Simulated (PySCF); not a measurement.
Gas-phase reaction: GaCl2NH2 + GaH3.NH3 ⇌ 3 H2 + 2 GaCl + 2 NH, at 1800 K and a standard pressure of 1 bar. Level: CCSD(T)/def2-SVP†.

Computed with PySCF and rigid-rotor harmonic-oscillator thermochemistry at 1 bar. † marks an energy on the PBE0/def2-TZVP geometry and frequencies. CCSD(T) freezes the core. Open shells (unrestricted): NH (multiplicity 3); the rest are closed-shell singlets. Ga: all electrons, no relativistic terms. Adducts (GaH3.NH3) have no counterpoise correction, and HF, PBE, BLYP, B3LYP and PBE0 lack dispersion. GaCl2NH2, GaH3.NH3: computed as isolated molecules; such fragments, hydroxides, amides, oligomers or adducts are transient or little studied in the gas. CCSD(T) isn't extrapolated to the basis-set limit; its ΔH°(298 K) is 892.2 kJ in def2-SVP and 914.0 kJ in def2-TZVPP. The harmonic model lacks anharmonicity and excited electronic states, which grow with temperature; levels with a mode under 35 cm⁻¹ are left out. Soft modes under 120 cm⁻¹ make the harmonic entropy rough for GaCl2NH2, GaH3.NH3.

```json
[
 {"species": "GaCl2NH2", "E (Ha)": "-2898.11164", "H(1800 K) − E (kJ/mol)": "261.7", "S°(1800 K) (J/mol/K)": "542.7"},
 {"species": "GaH3.NH3", "E (Ha)": "-1981.35413", "H(1800 K) − E (kJ/mol)": "372.6", "S°(1800 K) (J/mol/K)": "503.8"},
 {"species": "H2", "E (Ha)": "-1.16345", "H(1800 K) − E (kJ/mol)": "80.4", "S°(1800 K) (J/mol/K)": "183.9"},
 {"species": "GaCl", "E (Ha)": "-2382.76465", "H(1800 K) − E (kJ/mol)": "67.5", "S°(1800 K) (J/mol/K)": "306.5"},
 {"species": "NH", "E (Ha)": "-55.03840", "H(1800 K) − E (kJ/mol)": "75.1", "S°(1800 K) (J/mol/K)": "235.7"}
]
```
E: electronic energy; H − E holds the zero-point and thermal terms. 1 Ha = 2625.5 kJ/mol.

### Question
Work out ΔH°, ΔS°, ΔG° and log10 K from these numbers.

### Answer
1. ΔE = 3×(-1.16345) + 2×(-2382.76465) + 2×(-55.03840) − 1×(-2898.11164) − 1×(-1981.35413) = 0.36932 Ha = 969.6 kJ.
2. Δ(H − E) = 3×(80.4) + 2×(67.5) + 2×(75.1) − 1×(261.7) − 1×(372.6) = -107.9 kJ, so ΔH° = 861.7 kJ.
3. ΔS° = 3×(183.9) + 2×(306.5) + 2×(235.7) − 1×(542.7) − 1×(503.8) = 589.6 J/K; the number of gas molecules changes by +5.
4. ΔG° = ΔH° − TΔS° = 861.7 − 1800×(589.6)/1000 = -199.6 kJ.
5. log10 K = −ΔG°/(RT ln 10) = 5.79, with RT ln 10 = 34.46 kJ/mol; at standard pressures the products are favoured.
6. A shift of 10 kJ in ΔE would move log10 K by 0.29 here.
7. Lowering the total pressure from 1 bar to 0.01 bar multiplies the mole-fraction quotient K_x = K (p/p°)^(−Δn) by 10^10, which pushes the balance towards the products.
For scale, ΔH°(298 K) is 892 kJ at this level, 910 kJ at ωB97M-V/def2-TZVP†, and runs from 542 to 1264 kJ over the 20 levels computed.
